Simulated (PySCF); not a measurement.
Problem. Write a Z-matrix for `BN(C)B(N)F` as optimised with PBE0-D3(BJ)/def2-SVP.

Solution. 
Z-matrix in Å and degrees, rows numbered from 1:
```
B 
N   1  1.4011
C   2  1.4585  1  120.92
B   2  1.4591  1  122.78  3  -179.97
N   4  1.3958  2  124.87  1     0.22
F   4  1.3447  2  116.57  1  -179.70
H   1  1.2100  2  120.02  3    -0.08
H   1  1.2112  2  120.04  3   179.93
H   3  1.1008  2  111.33  1   120.10
H   3  1.1008  2  111.33  1  -120.23
H   3  1.0973  2  109.65  1    -0.08
H   5  1.0089  4  123.05  2     0.67
H   5  1.0096  4  121.41  2   179.44
```

Of the pairs four or more bonds apart, H8···H12 is among the closest relative to their van der Waals radii: 2.09 Å, 87 % of the sum of Bondi's values. N5 (boron-bound nitrogen) is planar (angles 123.0°, 121.4° and 115.5°, sum 360.0°, 0.01 Å off the plane of its three neighbours). N2 (boron-bound nitrogen) is planar (angles 122.8°, 120.9° and 116.3°, sum 360.0°, 0.00 Å off the plane of its three neighbours). The 6 heavy atoms lie in one plane (0.002 Å rms).

Method used: PBE0-D3(BJ)/def2-SVP geometry optimisation, gas phase (PySCF 2.14.0).

Point group: Cs (tolerance 0.08 Å). No frequency check. One conformer, not necessarily the lowest (B1–N2–B4–N5 0°).

On an Intel Xeon 6975P-C with one thread, no GPU, shared host, this took 21 s and 0.52 GiB of memory at its peak. That covers the optimisation of the geometry.
